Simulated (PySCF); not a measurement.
Finite-field polarisability of Zn (zinc, neutral)

[Ar] 3d10 4s2, closed-shell 1S. Computed with PySCF 2.14 in aug-cc-pVTZ-PP with one added diffuse shell each of s, p, d, f, g type with ECP10MDF (7s7p6d4f3g, 113 functions), with a scalar-relativistic core potential. Frozen: 3s2 3p6. Energy changes in a uniform field (μhartree):

```tsv
axis	F (au)	HF	MP2	CCSD	CCSD(T)
x	0.002	-101.635	-72.310	-79.937	-77.184
x	0.004	-406.960	-289.382	-319.986	-308.953
```

**Question.** Derive α along x at CCSD(T) from the two fields.

**Answer.** With ΔE = −αF²/2 − γF⁴/24, α = −(16 ΔE(F) − ΔE(2F))/(6F²) = 38.58 bohr³.

**Question.** And the mean polarisability at each level?

**Answer.** HF 50.80, MP2 36.15, CCSD 39.96, CCSD(T) 38.58 bohr³. Reference: 38.67 ± 0.3 bohr³ (recommended; Schwerdtfeger and Nagle, table of static dipole polarizabilities (2023 update)).

The same two fields give the second hyperpolarisability, to two digits from the fit; its basis error is larger: HF 53000, MP2 18000, CCSD 30000, CCSD(T) 27000 au.
